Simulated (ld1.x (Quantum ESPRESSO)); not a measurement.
## potassium (K): one change to a TM potential, before and after

K, norm-conserving Troullier–Martins (Kleinman–Bylander form), made with ld1.x (Quantum ESPRESSO) 7.5 (LDA (PZ), scalar-relativistic). Core [Ar], reference 3d0 4s0.5 4p0 (charge +0.5). Waves: 4p (bound, empty): rc 3.75 bohr; 3d (bound, empty): rc 4.20 bohr; 4s (bound): rc 2.65 bohr. Local part: the s channel. Core correction: none.

All-electron outer shells of the reference configuration (LDA (PZ), scalar-relativistic, ld1.x):

| shell | level (eV) | outermost node (bohr) | outermost maximum (bohr) |
| --- | --- | --- | --- |
| 3p | -21.70 | 0.45 | 1.15 |
| 4s | -4.43 | 1.58 | 3.78 |
| 4p | -2.46 | 1.85 | 5.04 |
| 3d | -1.66 | – | 2.44 |

Change: all radii scaled by about 1.18 (s 3.14, p 4.44, d 4.98 bohr).

Cutoffs: the cutoffs (Ry, on a coarse ladder) from which the occupation-weighted sum of valence levels, in a spherical-Bessel basis at the reference potential, stays within 10 and 1 mRy of its value at 400 Ry; they do not see the model core or the augmentation charge, which bear on the density cutoff. Errors are all-electron minus pseudo energies relative to the spin-unpolarised reference configuration.

Problem. How do hardness, ghosts and transferability respond?

Solution. Both files are very soft, the changed one slightly softer (loose and tight cutoff 6 and 10 Ry → 6 and 6 Ry on this coarse ladder); of the 6 tests that both files solve, the error grows in 0 and shrinks in 2 by more than 15 % and 0.3 meV (median size 21.6 → 21.7 meV); neither file shows a bound ghost.

| quantity | base | changed |
| --- | --- | --- |
| cutoff, loose | 6 Ry | 6 Ry |
| cutoff, tight | 10 Ry | 6 Ry |
| bound ghosts | none | none |
| error for 3d0 4s1 4p0, meV [ΔE -1.71 eV] | +19 | +19 |
| error for 3d0 4s0 4p1, meV [ΔE -0.08 eV] | +17 | +17 |
| error for 3d1 4s0 4p0, meV [ΔE 0.80 eV] | +64 | +34 |
| error for 3d0.5 4s0.5 4p0, meV [ΔE -0.46 eV] | +14 | +11 |
| error for 3d0 4s0.5 4p0 (spin-polarised), meV [ΔE -0.05 eV] | +24 | +24 |
| error for 3d0 4s1 4p0 (spin-polarised), meV [ΔE -1.85 eV] | +67 | +67 |
